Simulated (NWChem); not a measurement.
bromine monochloride (BrCl); SMILES BrCl

```xyz
2

Cl     0.0000     0.0000     1.4518
Br     0.0000     0.0000    -0.7127
```
Atoms are numbered in this order, from 1.

Structure relaxed at the PBE0/def2-SVP level.

Problem. List the 4 lowest vertical singlet excitations from PBE0/def2-SVPD, TDA (NWChem).

Solution. 
| state | energy (eV) | oscillator strength | leading excitation (squared amplitude) |
|---|---|---|---|
| S1 | 3.03 | 0.000 | HOMO → LUMO (1.00) |
| S2 | 3.03 | 0.000 | HOMO−1 → LUMO (1.00) |
| S3 | 5.44 | 0.000 | HOMO−2 → LUMO (1.00) |
| S4 | 5.44 | 0.000 | HOMO−3 → LUMO (1.00) |
